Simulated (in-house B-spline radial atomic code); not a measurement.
Ionisation energies along the 68-electron series, configuration [Xe] 4f14, as differences of self-consistent energies. NIST's values go from ground level to ground level; the uncertainty of those that are theory runs from under 0.1 % in few-electron ions to several per cent in heavy many-electron ones. Computed with a radial B-spline atomic code at the basis-set limit: non-relativistic Hartree-Fock, average of the configuration, point nuclei.

This level leaves out relativity, spin-orbit splitting included, which matters for heavy ions.

| ion | configuration after | ionisation energy (eV) | IE/(q+1)² (eV) | -ε less Coulomb ΔSCF (eV) | tabulated value (eV) | tabulated kind | computed minus tabulated (eV) |
| --- | --- | --- | --- | --- | --- | --- | --- |
| Yb2+ | [Xe] 4f13 | 26.1 | 2.8998 | 7.3159 | 25.053 | semi-empirical | 1.0 |
| Lu3+ | [Xe] 4f13 | 48.2 | 3.0115 | 7.078 | 45.249 | semi-empirical | 2.9 |
| Hf4+ | [Xe] 4f13 | 72.9 | 2.9156 | 6.9075 | 68.37 | semi-empirical | 4.5 |
| Ta5+ | [Xe] 4f13 | 100.0 | 2.7784 | 0.11185 | 94.01 | semi-empirical | 6.0 |
| Re7+ | [Kr] 4d10 4f14 5s2 5p5 | 142.7 | 2.229 | 0.68326 | 144.4 | semi-empirical | -1.7 |
| Os8+ | [Kr] 4d10 4f14 5s2 5p5 | 166.3 | 2.0528 | 0.66119 | 168.7 | semi-empirical | -2.4 |
| Ir9+ | [Kr] 4d10 4f14 5s2 5p5 | 191.2 | 1.9118 | 0.64337 | 194.8 | semi-empirical | -3.6 |
| Pt10+ | [Kr] 4d10 4f14 5s2 5p5 | 217.3 | 1.7961 | 0.6288 | 220.4 | semi-empirical | -3.1 |
| Au11+ | [Kr] 4d10 4f14 5s2 5p5 | 244.7 | 1.6995 | 0.61674 | 248 | semi-empirical | -3.3 |
| Hg12+ | [Kr] 4d10 4f14 5s2 5p5 | 273.3 | 1.6174 | 0.60668 | 276.9 | semi-empirical | -3.6 |
| Tl13+ | [Kr] 4d10 4f14 5s2 5p5 | 303.2 | 1.5468 | 0.59822 | 306.9 | semi-empirical | -3.7 |
| Pb14+ | [Kr] 4d10 4f14 5s2 5p5 | 334.2 | 1.4853 | 0.59106 | 338.1 | semi-empirical | -3.9 |
| Bi15+ | [Kr] 4d10 4f14 5s2 5p5 | 366.4 | 1.4312 | 0.58498 | 370.2 | semi-empirical | -3.8 |

Problem. How far is this level of theory from the measured and semi-empirical values?

Solution. Over those 13 rows the differences run from -3.91 to +6.01 eV (mean absolute value 3.4 eV). The calculation leaves out relativity, correlation and, in open shells, the multiplet splittings that an average leaves out.
